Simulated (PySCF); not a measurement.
C₃H₈Mg. Atoms are numbered in the order given.

```xyz
12

Mg     1.7032     0.0238     0.0000
H      3.3830     0.3582     0.0000
C     -0.3886    -0.3858     0.0000
C     -1.0997     0.1281     1.2597
C     -1.0997     0.1281    -1.2597
H     -0.4829    -1.4926     0.0000
H     -2.1799    -0.1270     1.2573
H     -1.0470     1.2292     1.3476
H     -0.6784    -0.2890     2.1913
H     -0.6784    -0.2890    -2.1913
H     -2.1799    -0.1270    -1.2573
H     -1.0470     1.2292    -1.3476
```

The structure is a stationary point at r2SCAN-D4/def2-SVP. The structure was generated by enumeration; whether it is a known compound was not checked.

The numbers are results of PySCF with CAM-B3LYP/def2-TZVP, not measurements.

Atomic charges (e):

```tsv
atom	Löwdin	Mulliken
Mg1	0.51	0.42
H2	-0.19	-0.12
C3	-0.49	-0.32
C4	-0.34	-0.37
C5	-0.34	-0.37
H6	0.14	0.11
H7	0.11	0.10
H8	0.12	0.11
H9	0.12	0.11
H10	0.12	0.11
H11	0.11	0.10
H12	0.12	0.11
```
